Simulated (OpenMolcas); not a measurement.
Tc3+ among 6 point charges of -1.7 e arranged as a trigonal antiprism (D3d), with a polar angle of 56.4° against the regular 54.74°.

```
Program             : OpenMolcas
Method              : CASSCF
Basis               : ANO-RCC-VDZP [6s5p3d1f]
Scalar Hamiltonian  : DKH2, point nucleus
Active space        : 4 electrons in 5 orbitals (4d)
State averaging     : 2S+1 = 5 even, 5 roots; 2S+1 = 3 even, 45 roots; 2S+1 = 1 even, 50 roots
Spin-orbit coupling : state interaction with AMFI integrals over the reference wave functions
```

All point charges move together. At R = 1.95 Å the first state of the same spin is 10500 cm-1, and at R = 2.3 Å it is 4757 cm-1.

Q: A third run gives 7214 cm-1. What distance was it run at?

A: With a power law R^-n the two known points give n = -ln(4757 / 10500) / ln(2.3 / 1.95) = 4.80. Then R = 1.95 × (10500 / 7214)^(1/4.80) = 2.109 Å. The run was at 2.11 Å, so the estimate is off by -0.001 Å.

An orbital doublet at a regular site is open to a Jahn-Teller distortion, which this geometry leaves out. Without dynamic correlation the repulsion within the d shell is too large (B by tens of per cent), so at a given field states of lower spin stand too high. This shell can be high or low spin here, a state of another spin lies low, and with metal d orbitals alone active their balance is uncertain, so the ground spin may be wrong. Point charges give a weaker field than real ligands, and real ions of this kind are as a rule low spin; the high spin found here belongs to the model. Point charges carry no covalency, so the field is a model and not that of real ligands. No measured value stands beside these numbers.
